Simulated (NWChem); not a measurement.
Species: C$_{4}$H$_{4}$OS; SMILES C#C[C@H](S)C=O

```xyz
10

C      2.2219     1.2348    -0.1913
C      1.2101     0.6359     0.0941
C      0.0009    -0.0788     0.4498
S     -0.1451    -1.7448    -0.3305
C     -1.2904     0.6725     0.1227
O     -1.3423     1.7610    -0.3656
H      3.1158     1.7695    -0.4552
H     -0.0413    -0.2471     1.5414
H      0.6248    -2.3844     0.5738
H     -2.2058     0.0894     0.3974
```
Atoms are numbered in this order, from 1.

Level: PBE0/def2-SVP (NWChem), optimised geometry, unscaled harmonic frequencies. 

```tsv
frequency (cm⁻¹)	IR intensity (km/mol)
86	7.7
128	15.0
146	4.4
200	4.8
292	5.2
398	5.0
469	7.3
651	2.1
707	37.6
707	35.2
753	37.5
842	9.9
915	4.1
1021	1.8
1098	16.2
1151	9.3
1293	20.6
1395	8.3
1900	179.7
2254	0.2
2728	0.2
2948	71.7
3066	6.7
3489	78.0
```

```
Property                                                                           Result
-----------------------------------------------------------------------  ----------------
zero-point energy                                                           40.9 kcal/mol
thermal correction to the enthalpy at 298.15 K (with zero-point energy)     46.0 kcal/mol
heat capacity Cv                                                         23.6 cal/(mol K)
entropy at 298.15 K and 1 atm (symmetry number 1)                        83.8 cal/(mol K)
dipole moment                                                                      2.85 D
```

Rigid rotor and harmonic oscillator; modes under 100 cm⁻¹ make the entropy uncertain.
